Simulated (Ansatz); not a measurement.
C2F5, SMILES F[C](F)C(F)(F)F, multiplicity 2.

Geometry: PBE0-D3(BJ)/def2-SVP.

Two levels are set side by side: PBE/def2-TZVPD (Ansatz, a quantum-chemistry and plane-wave program) and PBE0/def2-TZVPD (Ansatz). Energy differences of separate SCF runs at the same geometry; the states with an electron removed or added have multiplicity 1 and 1. Differences are taken from unrounded values.

```json
[
 {"quantity": "vertical ionisation energy (eV)", "PBE0": "10.64", "PBE": "10.13", "PBE minus PBE0": "-0.51"},
 {"quantity": "vertical electron affinity (eV)", "PBE0": "0.47", "PBE": "0.52", "PBE minus PBE0": "0.04"}
]
```
